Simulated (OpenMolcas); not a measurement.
An atom or ion with 39 electrons was computed by MS-RASPT2, IPEA 0.25 Eh, imaginary shift 0.1 Eh with spin-orbit coupling (OpenMolcas, ANO-RCC-VQZP, DKH2). The lowest levels that the run gave, each within 12 % of the measured value where one is at hand:

```tsv
J	Parity	E (cm-1)	g
3/2	even	0.0	0.402
5/2	even	548	1.029
7/2	even	1247	1.237
9/2	even	2050	1.331
3/2	even	8600	1.551
1/2	even	8770	2.055
7/2	even	9420	0.890
5/2	even	9960	1.596
9/2	even	9990	1.094
1/2	even	10320	1.281
3/2	even	10870	1.435
9/2	even	13100	0.929
```

Q: Which ion is it, and what are the configurations and terms?

A: Nb²⁺ (Z = 41, charge +2; active space 9 electrons in 8 orbitals (RAS1 4p, at most 2 holes; RAS2 4d)). J, parity and g give the terms where levels are pure, and mixed ones are named by the computed weights; the size of the splittings, set against known spectra of the 39-electron sequence, gives the charge. In order, with the measured energies in cm-1 (the list in Shadmi, J. Res. Natl. Bur. Stand. 70A, 435 (1966)): 4d3 4F 3/2, 4d3 4F 5/2 (516), 4d3 4F 7/2 (1177), 4d3 4F 9/2 (1939), 4d3 4P 3/2 [59 %] (8608), 4d3 4P 1/2 [69 %] (8664), 4d3 2G 7/2 (9236), 4d3 4P 5/2 (9594), 4d3 2G 9/2 (9804), 4d3 2P 1/2 [69 %], 4d3 2P 3/2 [49 %], 4d3 2H 9/2 (12916).

CASPT2 does not keep the components of a term degenerate, so their means are used; among the terms shown or strongly mixed into the levels shown the widest spread is 1900 cm-1 (4d3 4F). Active for correlation alone: 4p; no level in the range computed is led by a configuration that opens it, so any true level of that kind is missing. The CASPT2 spread within a term exceeds the gap to the next term for 4d3 4P and 4d3 2G, 4d3 2H and 4d3 2D(1), so the order of their levels is uncertain. Computed and measured levels are paired by configuration, term and J; levels that our copy of the source lacks, or whose pairing is in doubt (as where it misses far off the trend of its configuration), stay unpaired and out of the deviations. Levels of configurations outside the active space are missing.

A share in square brackets marks a mixed level and gives the weight of the term that names it. A number in round brackets counts repeated terms of one configuration in the order of the reference energies.
